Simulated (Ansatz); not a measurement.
Geometry optimisation of `Cl[C]1=C[CH2][SnH2]1`.

```yaml
crystal:
  periodic: [false, false, false]
  atoms:
    - {symbol: Cl, position_ang: [1.113265, 0.061629, 2.817709]}
    - {symbol: C, position_ang: [0.481035, 0.018132, 1.208891]}
    - {symbol: C, position_ang: [-0.019814, -1.070768, 0.566324]}
    - {symbol: C, position_ang: [-0.486824, -0.743172, -0.837336]}
    - {symbol: Sn, position_ang: [0.138550, 1.355328, -0.478894]}
    - {symbol: H, position_ang: [-0.083567, -2.084292, 1.008495]}
    - {symbol: H, position_ang: [-1.574808, -0.886145, -1.005584]}
    - {symbol: H, position_ang: [0.069831, -1.267667, -1.641999]}
    - {symbol: H, position_ang: [-1.071687, 2.583144, -0.316902]}
    - {symbol: H, position_ang: [1.517319, 1.982611, -1.317904]}
basis:
  gaussian: {orbitals: def2-TZVP}
hamiltonian: {xc: pbe0, dispersion: d4}
relax: {f_tol: 0.005, max_steps: 150}
```

```sh
$ ansatz run in.yaml --threads 4 --pin off --events-out ev --progress --plain --max-ram 10444MiB
```

It prints (some lines left out):

```
Functional definition: PBE0
mean field -21538.40448153 eV, -791.5217654415 hartree, gradient 1.3e-5 eV, S^2 0.000000; 0 other end points of the search recorded, 0 dependent functions left out
relax step   1: F+E_penalty+E_count = -21538.63201750 eV  Δ(F+E_penalty+E_count) = +0.000e0 eV  max|allowed force component| = 6.049e-1 eV/Å  Δτ_max = 0.0000 Å  (31 SCF iters, accepted)
mean field -21538.46195770 eV, -791.5238776517 hartree, gradient 1.1e-5 eV, S^2 0.000000; 0 other end points of the search recorded, 0 dependent functions left out
relax step   2: F+E_penalty+E_count = -21538.69016987 eV  Δ(F+E_penalty+E_count) = -5.815e-2 eV  max|allowed force component| = 2.488e-1 eV/Å  Δτ_max = 0.0671 Å  (33 SCF iters, accepted)
mean field -21538.46953302 eV, -791.5241560395 hartree, gradient 1.2e-5 eV, S^2 0.000000; 0 other end points of the search recorded, 0 dependent functions left out
relax step   3: F+E_penalty+E_count = -21538.69783934 eV  Δ(F+E_penalty+E_count) = -7.669e-3 eV  max|allowed force component| = 1.060e-1 eV/Å  Δτ_max = 0.0208 Å  (34 SCF iters, accepted)
mean field -21538.46993424 eV, -791.5241707839 hartree, gradient 1.2e-5 eV, S^2 0.000000; 0 other end points of the search recorded, 0 dependent functions left out
relax step   4: F+E_penalty+E_count = -21538.69814215 eV  Δ(F+E_penalty+E_count) = -3.028e-4 eV  max|allowed force component| = 4.527e-2 eV/Å  Δτ_max = 0.0048 Å  (35 SCF iters, accepted)
mean field -21538.46996378 eV, -791.5241718698 hartree, gradient 1.2e-5 eV, S^2 0.000000; 0 other end points of the search recorded, 0 dependent functions left out
relax step   5: F+E_penalty+E_count = -21538.69819643 eV  Δ(F+E_penalty+E_count) = -5.428e-5 eV  max|allowed force component| = 4.189e-3 eV/Å  Δτ_max = 0.0019 Å  (35 SCF iters, accepted)
mean field -21538.46996378 eV, -791.5241718698 hartree, gradient 1.2e-5 eV, S^2 0.000000; 1 other end points of the search recorded, 0 dependent functions left out
Total energy: -21538.69823482 eV, -791.5325606757 hartree
Atom 0 at     1.099049     0.055858     2.785066 Å, force     0.000419     0.002038    -0.001256 eV/Å
Atom 1 at     0.475055     0.025333     1.189186 Å, force     0.002134    -0.003022     0.004189 eV/Å
Atom 2 at    -0.016587    -1.049930     0.561637 Å, force    -0.003283     0.002342    -0.003334 eV/Å
Atom 3 at    -0.482229    -0.725745    -0.835453 Å, force     0.003218     0.001314    -0.000503 eV/Å
Atom 4 at     0.134266     1.328205    -0.474142 Å, force    -0.002070     0.001065    -0.000653 eV/Å
Atom 5 at    -0.079747    -2.047067     0.995937 Å, force    -0.000734    -0.002495    -0.000875 eV/Å
Atom 6 at    -1.552277    -0.874157    -0.993639 Å, force     0.000746     0.000436     0.001340 eV/Å
Atom 7 at     0.067131    -1.249284    -1.620404 Å, force     0.000004    -0.001244     0.001236 eV/Å
Atom 8 at    -1.057613     2.538919    -0.308874 Å, force     0.000919     0.000030    -0.000575 eV/Å
Atom 9 at     1.496253     1.946669    -1.296514 Å, force    -0.001353    -0.000466     0.000431 eV/Å
Dipole moment:    -0.153077     0.003592    -0.398574 e Å
```

Run time 22 s (4 threads of an Arm Neoverse V2 on a shared host); peak host memory 0.63 GiB.
